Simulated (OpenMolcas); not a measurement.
O2+: effect of the level shift or regulariser

| Quantity | Value |
| --- | --- |
| Program | OpenMolcas |
| Basis | ANO-R3 [4s4p2d1f] |
| Scalar Hamiltonian | X2C, finite nucleus |
| Active space | 2 electrons in 3 orbitals (2p) |
| State averaging | 2S+1 = 3 even, 3 roots; 2S+1 = 1 even, 6 roots |
| Spin-orbit coupling | RASSI with atomic mean-field integrals over the reference wave functions, term energies averaged over their components |

Methods on the same reference wave functions:
A. CASSCF
B. SS-CASPT2, IPEA 0.25 Eh, imaginary shift 0.1 Eh (closed shells correlated: 1s 2s)
C. SS-CASPT2, IPEA 0.25 Eh, imaginary shift 0.3 Eh (closed shells correlated: 1s 2s)

Energies in cm-1 above 2s2 2p2 3P0, the measured ground level; measured values from Moore, Selected Tables of Atomic Spectra, NSRDS-NBS 3, section 11.

```tsv
Level	A	B	C	Measured
2s2 2p2 3P0	0.0	0.0	0.0	0.0
2s2 2p2 3P1	110	110	110	113
2s2 2p2 3P2	326	326	326	
2s2 2p2 1D2	22805	20640	20640	20273
2s2 2p2 1S0	56214	46670	46670	43186
```

Deviations, from unrounded energies. A percentage is the sum of absolute deviations over the sum of measured energies, with the sign that they share, or ± where signs differ.

```csv
Against measurement,Levels,A,B,C
mean absolute deviation (cm-1),3,5200,1300,1300
fine structure of the ground term (%),1,-2.8,-2.5,-2.6
other terms of the ground configuration (%),2,+24.5,+6.1,+6.1
```

B, C lie about equally close to measurement and A furthest from it. The largest miss of B in the table is 2s2 2p2 1S0, by +3500 cm-1. The ranking rests on the paired levels alone, and a cruder setting can come out closer through cancelling errors.

Between B and C no level of the table moves by more than 5 cm-1.

The two smallest mean deviations differ by little beside CASPT2's spread within terms, so their order carries little weight.

From A to B the spin-free energies of the other terms of 2s2 2p2 shown, above 3P, scale by factors of 0.83 to 0.90.

The lowest spin-free term lies below A's lowest term by 0.097 hartree in B, 0.097 hartree in C.

Term energies are means over components that CASPT2 splits; among the terms shown or strongly mixed into the levels shown the widest spread is 86 cm-1 (2s2 2p2 1D, C). With the s shell closed, the reference lacks s² → p² mixing. Measured partners are found by configuration, term and J. A level has none where our copy of the source lacks it or the pairing is in doubt (some pairs that miss far off the trend of their configuration count as doubtful), and it then counts in no deviation. Only configurations of the active space appear.
